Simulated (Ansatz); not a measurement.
Z-matrix (Å, degrees):
```
B
O 1 1.3706
H 2 0.9720 1 113.96
S 1 1.8193 2 119.36 3 -180.00
H 4 1.3549 1 95.03 2 0.00
S 1 1.8303 2 120.45 3 0.00
H 6 1.3522 1 96.75 2 -180.00
```
Charge 0, spin multiplicity 1.

All values below come from frozen-core CCSD(T)/cc-pVTZ // PBE-D3(BJ)/def2-TZVP (Ansatz, a quantum-chemistry and plane-wave program).

The HF energy is -896.54487 Ha and the MP2 correlation energy comes out as -0.69380 Ha.

**Question.** Estimate the CCSD correlation energy, the (T) correction, the total energy and the T1 diagnostic.

**Answer.** 
```
Quantity                        Result
-----------------------  -------------
CCSD correlation energy    -0.73213 Ha
(T) correction             -0.03231 Ha
CCSD(T) total energy     -897.30931 Ha
T1 diagnostic                    0.013
```
